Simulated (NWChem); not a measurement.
Species: InNH3F; SMILES [NH2][InH][F]

```xyz
6

In    -0.2934    -0.0047     0.0003
H     -1.9771    -0.2167    -0.0830
F      0.8193    -1.6283    -0.0044
N      0.9249     1.5902    -0.0462
H      1.9019     1.4595     0.1963
H      0.6047     2.5098     0.2366
```
Atoms are numbered in this order, from 1.

All runs: NWChem. Structure relaxed at the PBE0/def2-SVP level. def2 effective core potentials on In; no spin-orbit coupling.

For level B3LYP/def2-SVP:

- highest occupied level (eV) = -6.99
- orbital gap (eV) = 5.78
- dipole (D) = 3.24

### Question
How do the values read with level PBE/def2-SVP instead?

### Answer
| Property | Value |
|---|---|
| highest occupied level (eV) | -5.85 |
| orbital gap (eV) | 4.18 |
| dipole (D) | 3.10 |
